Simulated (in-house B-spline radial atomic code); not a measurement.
Radial electron density of Tc III (Tc2+), [Ar] 3d10 4s2 4p5 4d5 4f1. Level of theory: Dirac-Kohn-Sham LDA VWN5, spherical fractional occupations, Fermi nucleus of rms radius 4.41117 fm, inside a hard spherical wall at 7.46 bohr; calculated with a radial B-spline atomic code at the basis-set limit.

Columns: r (bohr), 4πr²n(r) (electrons per bohr), bar.

```
  0.0013    1.451 #
  0.0016    2.098 #
 0.00197    3.017 ##
 0.00242    4.291 ###
 0.00297    6.038 ####
 0.00365    8.425 ######
 0.00448    11.58 ########
 0.00551     15.7 ##########
 0.00677    20.83 ##############
 0.00832    26.99 ##################
  0.0102    33.85 ######################
  0.0126    41.24 ###########################
  0.0154    47.69 ###############################
   0.019    52.71 ###################################
  0.0233    54.87 ####################################
  0.0286     53.9 ###################################
  0.0352    50.55 #################################
  0.0432    47.23 ###############################
  0.0531    47.03 ###############################
  0.0653    51.95 ##################################
  0.0802    60.36 ########################################
  0.0986    66.92 ############################################
   0.121    65.72 ###########################################
   0.149    56.16 #####################################
   0.183    45.76 ##############################
   0.225    43.27 ############################
   0.276    48.72 ################################
   0.339    51.92 ##################################
   0.417       44 #############################
   0.512    28.54 ###################
    0.63    16.13 ###########
   0.774    12.14 ########
   0.951    12.31 ########
    1.17    11.09 #######
    1.44    7.652 #####
    1.76    4.227 ###
    2.17    1.897 #
    2.66   0.8204 #
    3.27   0.4326 
    4.02   0.3251 
    4.94   0.2332 
    6.07  0.08637 
    7.39 0.0002288
```

On this grid the curve has 4 maxima, near 0.0233, 0.0986, 0.339, 0.951 bohr.

The 4f7/2 radial function P(r) = rR(r), positive near the nucleus, with its small component Q(r) (sign convention: Q ≈ (P' + κP/r)/2c):

```json
{"r (bohr)": "0.0986", "P": "0.0008234", "Q": "-2.509e-05"}
{"r (bohr)": "0.149", "P": "0.002873", "Q": "-7.899e-05"}
{"r (bohr)": "0.225", "P": "0.008742", "Q": "-0.0002091"}
{"r (bohr)": "0.339", "P": "0.02279", "Q": "-0.0004517"}
{"r (bohr)": "0.512", "P": "0.05163", "Q": "-0.0008041"}
{"r (bohr)": "0.774", "P": "0.1022", "Q": "-0.001204"}
{"r (bohr)": "1.17", "P": "0.1805", "Q": "-0.001535"}
{"r (bohr)": "1.76", "P": "0.2954", "Q": "-0.001751"}
{"r (bohr)": "2.66", "P": "0.4493", "Q": "-0.001952"}
{"r (bohr)": "4.02", "P": "0.5422", "Q": "-0.002016"}
{"r (bohr)": "6.07", "P": "0.2935", "Q": "-0.001426"}
```
